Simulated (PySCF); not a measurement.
Compound: C₈H₁₇Al.
Atom-mapped SMILES: `[CH3:1][C:2]([CH3:3])([CH3:4])[C@H:5]1[CH2:6][CH2:7][CH2:8][AlH:9]1` (hydrogens: H10, H11, H12 on C1; H13, H14, H15 on C3; H16, H17, H18 on C4; H19 on C5; H20, H21 on C6; H22, H23 on C7; H24, H25 on C8; H26 on Al9)

Computed, not measured: PySCF 2.14.0, PBE0-D3(BJ)/def2-SVP geometry optimisation, gas phase.

(1) List the bond lengths, angles and torsions at this level.

Answers

(1) 
```json
{"bond": "C1–C2, C2–C3, C2–C4", "length (Å)": "1.532", "order": "single"}
{"bond": "C2–C5", "length (Å)": "1.543", "order": "single"}
{"bond": "C5–C6", "length (Å)": "1.543", "order": "single"}
{"bond": "C6–C7", "length (Å)": "1.537", "order": "single"}
{"bond": "C7–C8", "length (Å)": "1.540", "order": "single"}
{"bond": "C8–Al9", "length (Å)": "1.966", "order": "single"}
{"bond": "C5–Al9", "length (Å)": "1.982", "order": "single"}
{"bond": "C1–H10 and 8 like bonds", "length (Å)": "1.102", "order": "single"}
{"bond": "C5–H19", "length (Å)": "1.111", "order": "single"}
{"bond": "C6–H20", "length (Å)": "1.106", "order": "single"}
{"bond": "C6–H21", "length (Å)": "1.104", "order": "single"}
{"bond": "C7–H22", "length (Å)": "1.104", "order": "single"}
{"bond": "C7–H23", "length (Å)": "1.106", "order": "single"}
{"bond": "C8–H24", "length (Å)": "1.101", "order": "single"}
{"bond": "C8–H25", "length (Å)": "1.108", "order": "single"}
{"bond": "Al9–H26", "length (Å)": "1.596", "order": "single"}
```

Bonds in one row agree within 0.01 Å and their mean is given. Orders are formal, as drawn. A selection of angles:
```json
{"angle": "C1–C2–C3", "degrees": "108.7"}
{"angle": "C1–C2–C5", "degrees": "111.2"}
{"angle": "C3–C2–C5", "degrees": "108.7"}
{"angle": "C2–C5–C6", "degrees": "116.9"}
{"angle": "C2–C5–Al9", "degrees": "118.7"}
{"angle": "C6–C5–Al9", "degrees": "99.5"}
{"angle": "C5–C6–C7", "degrees": "111.4"}
{"angle": "C6–C7–C8", "degrees": "111.2"}
{"angle": "C7–C8–Al9", "degrees": "100.1"}
{"angle": "C5–Al9–C8", "degrees": "96.9"}
```

Torsions: C1–C2–C5–C6 52° (synclinal); C2–C5–C6–C7 166° (antiperiplanar); C5–C6–C7–C8 -54° (synclinal); C6–C7–C8–Al9 37° (synclinal); C7–C8–Al9–C5 -13° (synperiplanar); C2–C5–Al9–C8 -141° (anticlinal).

The 5-membered ring C5–C6–C7–C8–Al9 has internal angles of 96.9° to 111.4° (sum 519°, against 540° for a flat polygon); it is puckered, 0.19 Å rms from its mean plane, widest ring torsion 54°. Of the pairs four or more bonds apart, H18···H20 is among the closest relative to their van der Waals radii: 2.18 Å, 91 % of the sum of Bondi's values. Al9 (aluminium bonded to 2 C and H) is planar (angles 132.2°, 130.9° and 96.9°, sum 360.0°, 0.00 Å off the plane of its three neighbours).

Point group: C1 (no symmetry element, even within 0.4 Å). Whether it is a minimum is left open (no frequencies). The numbers are those of one conformer.
